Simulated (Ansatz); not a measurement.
Consider the hydrogenolysis of a Ge–N bond: `C[N]([GeH3])c1ccccc1` + H₂ → GeH₄ + `CNc1ccccc1`.

Gas-phase electronic energies from Ansatz, PBE0-D4/def2-TZVP geometries. CCSD(T)/CBS adds triple-zeta CCSD(T) − MP2 to the extrapolated MP2 energy (def2 sets, frozen cores). This one scheme is used for every species. Functionals use def2-TZVPP. B3LYP here is the variant with VWN-RPA as its local correlation; programs differ in this. HSE06 is defined as in plane-wave codes. For Ge outer-core shells are correlated without core-valence functions, which leaves a few kJ/mol of doubt a bond. Scalar relativity is left out up to krypton. Each species was taken in one conformer, which may not be the lowest.

(1) Is it downhill or uphill in electronic energy at CCSD(T)/CBS, and by how much? (Estimate.)

(2) What do these levels give: r2SCAN0-D4, PBE0, B3LYP, r2SCANh, HSE06, LC-ωPBE, RPA@PBE/def2-TZVPP, MP2/def2-SVP, CCSD(T)/def2-SVP, HF/def2-TZVPP, CCSD/def2-TZVPP, CCSD/CBS(def2)? (Best estimate.)

Largest T1 diagnostic among the species: 0.012.

## Answers

(1) Ansatz gave: Downhill: ΔE = -15.8 kJ/mol.

(2) Computed: r2SCAN0-D4 -27.7, PBE0 -38.7, B3LYP -43.5, r2SCANh -30.2, HSE06 -38.4, LC-ωPBE -37.3, RPA@PBE/def2-TZVPP -14.7, MP2/def2-SVP -17.9, CCSD(T)/def2-SVP -27.2, HF/def2-TZVPP -53.0, CCSD/def2-TZVPP -23.2, CCSD/CBS(def2) -23.2 kJ/mol.

Leaving LDA and LC-ωPBE aside and taking each functional with its dispersion term where it has one, the values, not all of them listed here, spread over 15.2 kJ/mol, from B97M-V to revPBE-D4. LDA lies +10.2 kJ/mol from PBE without D4. The D4 term adds +19.4 kJ/mol with B3LYP and +11.0 kJ/mol with PBE0; it sums over pairs of atoms, weighted by their polarisabilities, and B3LYP, whose exchange is more repulsive, gets the larger term. At CCSD(T), def2-SVP lies −11.4 kJ/mol from the extrapolated value and def2-TZVPP +0.1 kJ/mol.
